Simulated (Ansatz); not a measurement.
## Pulling the pair apart

The pair of H2 (SMILES [H][H], atoms 1–2) and CH6Si (SMILES C[SiH3], atoms 3–10), both closed shells, in one local arrangement (a lower one may exist), relaxed at PBE0-D4/def2-TZVP:

H1  (-0.129, 0.431, -2.677)
H2  (0.188, -0.169, -2.989)
C3  (-0.296, -0.977, 0.720)
Si4  (0.251, 0.811, 0.697)
H5  (-0.316, -1.389, -0.291)
H6  (-1.297, -1.071, 1.146)
H7  (0.387, -1.583, 1.321)
H8  (1.616, 0.939, 0.120)
H9  (0.273, 1.372, 2.075)
H10  (-0.678, 1.635, -0.123)
(Å)

CH6Si is shifted rigidly along the line between the mean atom positions of the two fragments (negative: closer). Counterpoise interaction energies in kJ/mol. Computed with Ansatz 0.2.0 (basis: def2-TZVPPD); correlated methods freeze the cores. B3LYP uses VWN-RPA correlation.

| shift (Å) | PBE-D4 | r2SCAN-D4 | B3LYP-D4 |
| --- | --- | --- | --- |
| -0.34 | -2.3 | -0.2 | -0.8 |
| -0.17 | -2.8 | -0.8 | -1.5 |
| 0.00 | -2.9 | -1.0 | -1.6 |
| 0.17 | -2.7 | -1.0 | -1.6 |
| 0.41 | -2.3 | -0.9 | -1.3 |
| 0.85 | -1.5 | -0.6 | -0.8 |
| 1.71 | -0.5 | -0.3 | -0.3 |
| 3.42 | -0.1 | -0.1 | -0.1 |

Problem. What does CCSD(T) give at these shifts? (Judge from chemistry; the value comes from the calculation.)

Solution. By the calculation: -0.5, -1.2, -1.5, -1.5, -1.3, -0.8, -0.3, -0.1 kJ/mol. For zero shift, CCSD(T) at an estimated basis limit (MP2 extrapolated from triple and quadruple zeta, plus CCSD(T) − MP2 in triple zeta) gives -1.8 kJ/mol. These are counterpoise interaction energies, counted from the two frozen fragments.

T1 diagnostic: at most 0.010.

For scale, one of the runs: CCSD(T)/def2-TZVPPD, 221 basis functions, launched by `ansatz run in.yaml --threads 2 --pin off --events-out ev --progress --plain --max-ram 5222MiB`. The run took 18 s on 2 CPU threads (shared host), with 3.5 GiB of host memory at its peak.
